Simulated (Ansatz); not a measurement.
Mulliken charges of C₂H₄FNOSi, SMILES `F[SiH]1COC=N1` from ωB97M-V/def2-TZVPP in Ansatz (PBE0-D4/def2-TZVP geometry).

```tsv
atom	x (Å)	y (Å)	z (Å)	charge (e)
F1	-2.102	-1.020	0.580	-0.309
Si2	-0.706	-0.312	0.879	0.627
C3	0.642	-0.846	-0.338	-0.210
O4	0.889	0.370	-1.082	-0.237
C5	0.158	1.399	-0.609	0.160
N6	-0.666	1.332	0.350	-0.367
H7	-0.438	-0.517	2.316	-0.048
H8	1.582	-1.144	0.129	0.127
H9	0.348	-1.619	-1.050	0.129
H10	0.376	2.306	-1.173	0.127
```

Problem. By hand: the dipole of these point charges (1 e Å = 4.8032 D).

Solution. Σ q r = (0.446, -0.092, 0.094) e Å, of length 0.465 e Å = 2.23 D.

Problem. How does the dipole of the full density compare? (An estimate is asked.)

Solution. Computed: (0.416, -0.199, -0.065) e Å, 2.24 D; the point charges give 1.00 times that, at 24° from its direction.

Point charges leave out the atoms' own dipoles, such as those of lone pairs, and Mulliken's split depends on the basis, so the two needn't agree.
